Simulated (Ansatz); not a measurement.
`C[Si](C)(F)I` + `COCC#N` → `C[Si](C)(F)C#N` + `COCI`  (formal exchange of groups at the Si–I bond)

Gas-phase electronic energies from Ansatz, PBE0-D4/def2-TZVP geometries. CCSD(T)/CBS adds triple-zeta CCSD(T) − MP2 to the extrapolated MP2 energy (def2 sets, frozen cores). This one scheme is used for every species. DFT in def2-TZVPP. def2 core potentials past Kr. For I outer-core shells are correlated without core-valence functions, which leaves a few kJ/mol of doubt a bond. One conformer a species, not always the lowest.

`C[Si](C)(F)I`:

```xyz
11

C     1.480    0.076    0.614
Si   -0.096   -0.609   -0.071
C    -1.285    0.663   -0.696
F     0.267   -1.595   -1.278
I    -1.196   -1.967    1.644
H     1.277    0.729    1.465
H     2.137   -0.729    0.949
H     2.002    0.655   -0.153
H    -1.586    1.336    0.110
H    -2.182    0.188   -1.098
H    -0.819    1.255   -1.488
```

`COCC#N`:

```xyz
10

C    -1.048   -0.802   -0.345
O    -0.817    0.286    0.522
C     0.366    0.966    0.246
C     1.567    0.155    0.493
N     2.498   -0.493    0.680
H    -1.097   -0.471   -1.390
H    -2.007   -1.233   -0.060
H    -0.268   -1.566   -0.248
H     0.405    1.316   -0.796
H     0.400    1.842    0.898
```

`C[Si](C)(F)C#N`:

Cartesian coordinates in Å:
```
C 0.125 1.024 1.310
Si -0.336 0.229 -0.290
C -0.281 -1.615 -0.305
F -1.786 0.726 -0.737
C 0.826 0.853 -1.602
N 1.585 1.217 -2.388
H -0.545 0.698 2.109
H 0.067 2.112 1.233
H 1.147 0.757 1.590
H -0.565 -2.004 -1.285
H -0.965 -2.026 0.441
H 0.728 -1.970 -0.077
```

`COCI`:

```xyz
9

C     1.026   -0.444    0.472
O    -0.371   -0.410    0.663
C    -1.071    0.131   -0.362
I    -0.856    2.324   -0.534
H     1.281   -0.961   -0.461
H     1.449   -0.983    1.317
H     1.432    0.573    0.441
H    -2.133   -0.009   -0.188
H    -0.758   -0.221   -1.348
```

```csv
level,ΔE (eV)
PBE,0.60
SCS-MP2/def2-TZVPP,0.60
HF/def2-QZVPP,0.73
CCSD/CBS(def2),0.66
```

(1) What does CCSD(T)/CBS give? (Estimate.)

Largest T1 diagnostic among the species: 0.012.

Answers

(1) The calculation gave: +0.62 eV. The listed levels differ from it by -0.02, -0.02, 0.11, 0.04 eV.

In def2-TZVPP, CCSD(T) changes the Hartree–Fock value by −0.14 eV (the triples alone add −0.04 eV) and MP2 by −0.10 eV. From PBE to PBE0 (25 % exact exchange), in def2-TZVPP and without D4, ΔE moves by +0.10 eV.
